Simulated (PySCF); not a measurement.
**Zinc: a sound run and one with changed settings**

Sound run: Zn [Ar] 3d10 4s2, Zn⁺ [Ar] 3d10 4s1. All numbers are calculated (PySCF 2.14, the spin-free X2C one-electron Hamiltonian (Gaussian nucleus), in aug-cc-pVDZ-DK (7s6p4d2f, 59 functions)). The sound run starts from symmetry-adapted Hartree-Fock orbitals and uses a fine grid where one is needed.

A second run was set up differently.

```tsv
species	method	sound run (hartree)	changed run (hartree)	converged
Zn	UHF	-1794.26649	-1793.85944	no
Zn	M06-2X	-1795.94791	-1793.73781	no
Zn	BP86	-1796.21984	-1795.42384	no
Zn⁺	UHF	-1793.98041	-1793.36176	no
Zn⁺	M06-2X	-1795.60853	-1795.35074	no
Zn⁺	BP86	-1795.85959	-1795.02862	no
```

Task: What was changed?
A. a valence shell is frozen
B. radial grid too coarse
C. too few SCF iterations
D. level shift left on

Result: C. It used initial guess 1e, at most 3 SCF cycles. The SCF was stopped early; the energies are upper bounds that still move, and correlated levels were skipped or rest on poor orbitals.
